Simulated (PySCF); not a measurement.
Ge(H)2(F)(OMe) (CH5FGeO), SMILES C[O][GeH2][F]. Atoms are numbered in the order given.

```xyz
9

Ge     0.5517     0.0660    -0.3029
F      0.8516     0.8573     1.2221
O     -0.8788    -0.9385    -0.1068
C     -2.1363    -0.3440     0.1381
H      1.7186    -0.8722    -0.5868
H      0.2811     1.1948    -1.3048
H     -2.1858     0.1033     1.1467
H     -2.3759     0.4435    -0.6024
H     -2.9089    -1.1252     0.0665
```

Geometry optimised at ωB97X-D3(BJ)/def2-SVP. This is a generated structure with no PubChem entry under its InChIKey; it may be hypothetical. The values are those of a single conformer.

Two levels are set side by side: PBE/pcSseg-1 (PySCF) and HF/pcSseg-1 (PySCF). GIAO shifts against CFCl3 (¹⁹F), GeH4 (⁷³Ge), H2O (¹⁷O), TMS (¹H), TMS (¹³C) at the same level; non-relativistic, no solvent, atoms listed together averaged. Differences are taken from unrounded values.

| quantity | HF |
|---|---|
| δ(⁷³Ge) of Ge1 (ppm) | 254.4 |
| δ(¹⁹F) of F2 (ppm) | -175.3 |
| δ(¹⁷O) of O3 (ppm) | -1.1 |
| δ(¹³C) of C4 (ppm) | 52.8 |
| δ(¹H) of H5, H6 (ppm) | 5.09 |

Problem. What does PBE give, and how far is it from HF? (The exact figures need the calculation; the answer reports its results.)

Solution. 
```tsv
quantity	PBE	PBE minus HF
δ(⁷³Ge) of Ge1 (ppm)	378.0	123.5
δ(¹⁹F) of F2 (ppm)	-206.2	-30.9
δ(¹⁷O) of O3 (ppm)	71.0	72.1
δ(¹³C) of C4 (ppm)	60.6	7.8
δ(¹H) of H5, H6 (ppm)	5.96	0.87
```

Rough cost on one machine, each run with all the roots and properties that it gave: HF against PBE within a factor of 2.
